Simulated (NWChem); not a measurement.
**germanium monotelluride (GeTe) in NWChem**

```xyz
2

Ge     0.0000     0.0000     1.4649
Te     0.0000     0.0000    -0.9015
```
Charge 0, spin multiplicity 1.

All runs are NWChem calculations. The geometry was optimised at B3LYP/def2-SVP with def2 effective core potentials on Te, a minimum by its harmonic frequencies.

Symmetry labels belong to the abelian group C2v used in the runs, with the axes of the coordinates shown; states degenerate in a higher group split over its labels.

Effective core potentials replace the inner electrons of Te; spin-orbit coupling is left out. B3LYP has NWChem's definition, with VWN1-RPA local correlation.

Task: List the lowest 3 singlet excitations that TD-B3LYP/def2-SVPD with def2 effective core potentials on Te, VWN1-RPA local correlation gives, with oscillator strengths.

Result: 
| state | symmetry | energy (eV) | wavelength (nm) | f |
|---|---|---|---|---|
| 1 | a2 | 2.75 | 451 | 0.000 |
| 2 | a1 | 3.04 | 408 | 0.000 |
| 3 | a2 | 3.04 | 408 | 0.000 |
